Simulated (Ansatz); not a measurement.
Ansatz (a program for electronic structure) input (CCSD(T)/cc-pCVTZ): A basis named .json is the Basis Set Exchange file of that set (core-valence sets with the plain set on hydrogen).

Ansatz 0.2 input:
```yaml
crystal:
  periodic: [false, false, false]
  atoms:
    - {symbol: Si, position_ang: [-0.01646950, 0.01731768, 0.93641135]}
    - {symbol: Cl, position_ang: [1.06105131, 1.22723111, -0.38986665]}
    - {symbol: Cl, position_ang: [-1.04748819, -1.24149273, -0.38129564]}
basis:
  gaussian:
    orbitals: cc-pCVTZ.json
magnetization: {spin_polarized: false}
correlation: {method: ccsd_t, electrons: outside_noble_gas}
```

Output:

```
Functional definition: HF
integrals: 0.55 GiB planned
1121 factors; integrals over basis functions are off by at most 8.1e-4 eV
mean field: 0.76 GiB planned
mean field evaluation 1: about -32871.6739 eV, gradient 1.7e1 eV
mean field evaluation 2: about -32871.8346 eV, gradient 1.8e1 eV
mean field evaluation 4: about -32872.9050 eV, gradient 1.8e0 eV
mean field evaluation 8: about -32872.9400 eV, gradient 1.7e-1 eV
mean field evaluation 16: about -32872.9403 eV, gradient 1.9e-6 eV
mean field -32872.94033772 eV, -1208.0582753320 hartree, gradient 1.9e-6 eV, S^2 0.000000; 0 other end points of the search recorded, 0 dependent functions left out; unrestricted orbitals would lower it
15 core orbitals not correlated
reference -32872.94033772 eV, -1208.0582753320 hartree; 9, 9 occupied and 153, 153 virtual orbitals, 1121 factors
second order -12.95918056 eV of doubles, -0.00000000 eV of singles
coupled cluster: 0.88 GiB planned
cycle   1  -13.63247617 eV  change   -6.7e-1 eV  update   8.4e-2
cycle   2  -13.96378286 eV  change   -3.3e-1 eV  update   2.8e-2
cycle   3  -14.03622509 eV  change   -7.2e-2 eV  update   1.5e-2
cycle   4  -14.02474422 eV  change    1.1e-2 eV  update   4.0e-3
cycle   5  -14.02345161 eV  change    1.3e-3 eV  update   1.4e-3
cycle   6  -14.02367240 eV  change   -2.2e-4 eV  update   4.8e-4
cycle   7  -14.02356829 eV  change    1.0e-4 eV  update   1.5e-4
cycle   8  -14.02359608 eV  change   -2.8e-5 eV  update   5.2e-5
cycle   9  -14.02359490 eV  change    1.2e-6 eV  update   1.7e-5
perturbative correction -0.66012726 eV, -0.0242592293 hartree
Total energy: -32887.62405988 eV, -1208.5978921683 hartree
```
